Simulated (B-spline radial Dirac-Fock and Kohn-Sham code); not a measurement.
# How the levels of lutetium move as electrons are removed

The computed values come from a radial finite-basis atomic code: multi-electron Dirac-Fock with separately optimised hole states, Breit and Lamb-shift corrections added in first order. Each ion is free and in its tabulated ground configuration. No correlation.

Reference: Lu⁴²⁺, [Ar] 3d10 4s1, with 1s 65380.5 eV, 2s 12901.3 eV, 2p3/2 11273.3 eV, 3p1/2 4189.1 eV, 3p3/2 3938.2 eV, Kα1 (K-L3) 54107.2 eV, Kβ1 (K-M3) 61442.3 eV. Shifts from it, in eV (a dash: the subshell is empty, belongs to an open shell averaged over j, or its hole state is left out as unreliable):

| ion | configuration | 1s | 2s | 2p3/2 | 3p1/2 | 3p3/2 | Kα1 | Kβ1 |
| --- | --- | --- | --- | --- | --- | --- | --- | --- |
| Lu⁴³⁺ | [Ar] 3d10 | +86.3 | +78.1 | +78.6 | +70.3 | +69.5 | +7.67 | +16.75 |
| Lu⁴⁴⁺ | [Ar] 3d9 | +239.9 | +226.6 | +227.7 | +183.9 | +179.9 | +12.16 | +59.99 |
| Lu⁴⁵⁺ | [Ar] 3d8 | +395.9 | +377.2 | +379.0 | +298.9 | +291.5 | +16.95 | +104.40 |
| Lu⁴⁶⁺ | [Ar] 3d7 | +554.3 | +529.9 | +532.3 | +415.1 | +404.4 | +22.03 | +149.95 |
| Lu⁴⁷⁺ | [Ar] 3d6 | +715.2 | +684.6 | +687.8 | +532.6 | +518.5 | +27.41 | +196.67 |
| Lu⁴⁸⁺ | [Ar] 3d5 | ? | ? | ? | ? | ? | ? | ? |
| Lu⁴⁹⁺ | [Ar] 3d4 | +1044.1 | +1000.3 | +1005.0 | +771.6 | +750.6 | +39.12 | +293.59 |
| Lu⁵⁰⁺ | [Ar] 3d3 | +1212.2 | +1161.2 | +1166.8 | +893.0 | +868.4 | +45.45 | +343.79 |
| Lu⁵¹⁺ | [Ar] 3d2 | +1382.7 | +1324.1 | +1330.6 | +1015.7 | +987.6 | +52.12 | +395.16 |

Question: Give the missing shifts for Lu⁴⁸⁺.

Answer: 1s +878.5, 2s +841.4, 2p3/2 +845.4, 3p1/2 +651.5, 3p3/2 +633.9, Kα1 +33.11, Kβ1 +244.55 (eV).

Over this range K (1s) moves by +1382.7 eV and Kα1 by +52.1 eV: a line is a difference of two levels that shift in the same direction.
